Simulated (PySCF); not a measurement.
Cl3OW, doublet, geometry from GFN2-xTB (such geometries of metal compounds can be far from the true shape) (the multiplicity is a formal guess) (core potentials on W); PySCF with PBE0/def2-SVP.

Here is a job for PySCF.
```python
from pyscf import gto, scf, dft

mol = gto.Mole()
mol.atom = '''
    W     0.28656828   -0.07038010   -0.03063510
    O     1.50254517   -0.78817977   -0.92455592
    Cl    0.34907231    0.95494835    1.85934368
    Cl   -0.89030423    1.25989863   -1.41292706
    Cl   -1.41326304   -1.53757844    0.12202132
'''
mol.basis = 'def2-svp'
mol.ecp = {'W': 'def2-svp'}
mol.spin = 1
mol.verbose = 4
mol.build()

mf = dft.UKS(mol)
mf.xc = 'pbe0'
mf.grids.atom_grid = (99, 590)
mf.grids.prune = None
mf.kernel()
```

It wrote (shortened):

```
PySCF version 2.14.0

[INPUT] verbose = 4
[INPUT] num. atoms = 5
[INPUT] num. electrons = 73
[INPUT] charge = 0
[INPUT] spin (= nelec alpha-beta = 2S) = 1
[INPUT] symmetry False subgroup None
[INPUT] Mole.unit = angstrom
[INPUT] Symbol           X                Y                Z      unit          X                Y                Z       unit  Magmom
[INPUT]  1 W      0.286568280000  -0.070380100000  -0.030635100000 AA    0.541535565188  -0.132999113620  -0.057891948799 Bohr   0.0
[INPUT]  2 O      1.502545170000  -0.788179770000  -0.924555920000 AA    2.839398861088  -1.489443902223  -1.747157475645 Bohr   0.0
[INPUT]  3 Cl     0.349072310000   0.954948350000   1.859343680000 AA    0.659651063569   1.804590844605   3.513650326641 Bohr   0.0
[INPUT]  4 Cl    -0.890304230000   1.259898630000  -1.412927060000 AA   -1.682431162242   2.380863355415  -2.670045177387 Bohr   0.0
[INPUT]  5 Cl    -1.413263040000  -1.537578440000   0.122021320000 AA   -2.670680087570  -2.905602146636   0.230586876158 Bohr   0.0

nuclear repulsion = 406.14184035276
number of shells = 42
number of NR pGTOs = 189
number of NR cGTOs = 100
basis = def2-svp
ecp = {'W': 'def2-svp'}

******** <class 'pyscf.dft.uks.UKS'> ********
method = UKS
initial guess = minao
damping factor = 0
level_shift factor = 0
DIIS = <class 'pyscf.scf.diis.CDIIS'>
diis_start_cycle = 1
diis_space = 8
diis_damp = 0
SCF conv_tol = 1e-09
SCF conv_tol_grad = None
SCF max_cycles = 50
direct_scf = True
direct_scf_tol = 1e-13
number electrons alpha = 37  beta = 36
XC library pyscf.dft.libxc version 7.1.2
    S. Lehtola, C. Steigemann, M. J. T. Oliveira, and M. A. L. Marques,  SoftwareX 7, 1–5 (2018)
XC functionals = pbe0
    C. Adamo and V. Barone,  J. Chem. Phys. 110, 6158 (1999)
    M. Ernzerhof and G. E. Scuseria,  J. Chem. Phys. 110, 5029 (1999)
radial grids:
    Treutler-Ahlrichs [JCP 102, 346 (1995); DOI:10.1063/1.469408] (M4) radial grids

becke partition: Becke, JCP 88, 2547 (1988); DOI:10.1063/1.454033
pruning grids: None
grids dens level: 3
symmetrized grids: False
atomic radii adjust function: <function treutler_atomic_radii_adjust>
User specified grid scheme (99, 590)
small_rho_cutoff = 0
Set gradient conv threshold to 3.16228e-05
tot grids = 292056
init E= -1509.74603596061

cycle= 1 E= -1521.83220736006  delta_E= -12.1  |g|= 0.742  |ddm|= 5.19
cycle= 2 E= -1518.69165085579  delta_E= 3.14  |g|=  2.7  |ddm|= 2.29
cycle= 3 E= -1522.04391719095  delta_E= -3.35  |g|= 0.179  |ddm|= 1.92
cycle= 4 E= -1522.05793794034  delta_E= -0.014  |g|= 0.0623  |ddm|= 0.26
cycle= 5 E= -1522.05951554641  delta_E= -0.00158  |g|= 0.0184  |ddm|= 0.0648
cycle= 6 E= -1522.0596542556  delta_E= -0.000139  |g|= 0.00958  |ddm|= 0.027
cycle= 7 E= -1522.05970659007  delta_E= -5.23e-05  |g|= 0.0025  |ddm|= 0.0109
cycle= 8 E= -1522.05971320618  delta_E= -6.62e-06  |g|= 0.00111  |ddm|= 0.00537
cycle= 9 E= -1522.05971521633  delta_E= -2.01e-06  |g|= 0.000598  |ddm|= 0.00335
cycle= 10 E= -1522.05971585013  delta_E= -6.34e-07  |g|= 0.0002  |ddm|= 0.00189
cycle= 11 E= -1522.0597159618  delta_E= -1.12e-07  |g|= 9.18e-05  |ddm|= 0.000983
cycle= 12 E= -1522.05971596956  delta_E= -7.76e-09  |g|= 3.22e-05  |ddm|= 0.000177
cycle= 13 E= -1522.05971597171  delta_E= -2.15e-09  |g|= 1.17e-05  |ddm|= 0.000136
cycle= 14 E= -1522.05971597179  delta_E= -8.21e-11  |g|= 9.94e-06  |ddm|= 2.75e-05
Extra cycle  E= -1522.05971597152  delta_E= 2.67e-10  |g|= 2.84e-05  |ddm|= 2.92e-05
converged SCF energy = -1522.05971597152  <S^2> = 0.7549452  2S+1 = 2.0049391
```
